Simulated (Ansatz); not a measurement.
Computed with Ansatz on PBE0-D4/def2-TZVP structures; ΔE is electronic, products minus reactants. CBS: MP2 limit from def2 TZ/QZ plus the TZ coupled-cluster correction, frozen cores. DFT in def2-TZVPP. One conformer a species, not always the lowest.

Reaction (redistribution): `F[SiH2]N[Si](F)(Cl)Cl` + `N[Si](O)(O)F` → `N[Si](F)(Cl)Cl` + `O[Si](O)(F)N[SiH2]F`

```csv
level,ΔE (kJ/mol)
PBE0,-5.9
HF/def2-TZVPP,-6.8
```

**Question.** What does CCSD(T)/CBS give? (Estimate.)

**Answer.** The calculation gave: -4.6 kJ/mol. The listed levels differ from it by -1.3, -2.2 kJ/mol.

Largest T1 diagnostic among the species: 0.011.
